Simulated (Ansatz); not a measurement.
`C[SiH2]C(F)(F)Cl`, 11 atoms. The species carries charge 0 and has multiplicity 1. All runs use 4 threads of an AMD EPYC 7B13 on a shared host. Correlated methods freeze the cores.

Question: Give the basis size and wall time and peak host memory of each of these runs in Ansatz. RKS r2SCAN-D4/def2-TZVPP energy and forces; RHF-CCSD(T)/def2-SVP energy; RKS B2PLYP (frozen core)/def2-TZVPP energy; RKS PBE-QIDH (frozen core)/def2-TZVPP energy; RKS PBE0-D4/def2-TZVP frequencies; RKS PBE0-D4/def2-SVP energy; RKS ωB97M-V/def2-QZVPP energy; RKS PBE0-D4/def2-TZVP relaxation (6 steps); RHF-MP2/def2-QZVPP energy; RKS PBE0-D4/def2-QZVPP energy; RHF-CCSD(T)/def2-TZVPP energy; RKS BHLYP-D4/def2-TZVPP energy. (Best estimate.)

Answer: Computed: Other jobs shared the machine, so times are rough.

| level | job | functions | wall time | peak host memory (GiB) |
| --- | --- | --- | --- | --- |
| RKS PBE0-D4/def2-SVP | energy | 117 | 1.4 s | 0.27 |
| RKS BHLYP-D4/def2-TZVPP | energy | 278 | 4 s | 0.89 |
| RKS r2SCAN-D4/def2-TZVPP | energy and forces | 278 | 5 s | 0.45 |
| RKS B2PLYP (frozen core)/def2-TZVPP | energy | 278 | 6.5 s | 0.82 |
| RKS PBE-QIDH (frozen core)/def2-TZVPP | energy | 278 | 7.5 s | 0.82 |
| RHF-CCSD(T)/def2-SVP | energy | 117 | 8 s | 0.65 |
| RKS PBE0-D4/def2-QZVPP | energy | 518 | 11 s | 2.3 |
| RKS ωB97M-V/def2-QZVPP | energy | 518 | 20 s | 2.6 |
| RHF-MP2/def2-QZVPP | energy | 518 | 25 s | 3.6 |
| RKS PBE0-D4/def2-TZVP | relaxation (6 steps) | 228 | 28 s | 0.7 |
| RKS PBE0-D4/def2-TZVP | frequencies | 228 | 3.2 min | 0.74 |
| RHF-CCSD(T)/def2-TZVPP | energy | 278 | 4.4 min | 8 |
